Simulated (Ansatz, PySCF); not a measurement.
diphosphane (H4P2), SMILES PP. Atoms are numbered in the order given.

```xyz
6

P     -1.1181     0.1256    -0.0008
P      1.1181    -0.1256    -0.0008
H     -1.3193    -0.8409     1.0206
H     -1.3174    -0.8347    -1.0285
H      1.3193     0.8409     1.0206
H      1.3174     0.8347    -1.0285
```
Charge 0, spin multiplicity 1.

The structure is a stationary point at B3LYP-D3(BJ)/def2-TZVP.

Two levels are set side by side: PBE-D3(BJ)/def2-TZVP (Ansatz, an electronic-structure program) and B3LYP-D3(BJ)/def2-TZVP (Ansatz). Each level has its own optimised geometry; the coordinates shown are those of the second. Frequencies come from the Hessian of PySCF at each geometry. Differences are taken from unrounded values.

```csv
quantity,B3LYP-D3(BJ),PBE-D3(BJ),PBE-D3(BJ) minus B3LYP-D3(BJ)
mean bond length (Å),1.587,1.597,0.010
bond P1–P2 (Å),2.250,2.250,0.000
bond P1–H3 (Å),1.421,1.434,0.013
bond P1–H4 (Å),1.421,1.434,0.013
bond P2–H5 (Å),1.421,1.434,0.013
bond P2–H6 (Å),1.421,1.434,0.013
highest harmonic wavenumber (cm⁻¹),2385,2325,-60
mean harmonic wavenumber (cm⁻¹),1273,1235,-38
zero-point energy (kcal/mol),21.84,21.19,-0.65
```

Exact exchange shortens and stiffens bonds; PBE has none. Differences between two approximate levels are no errors against the true value.
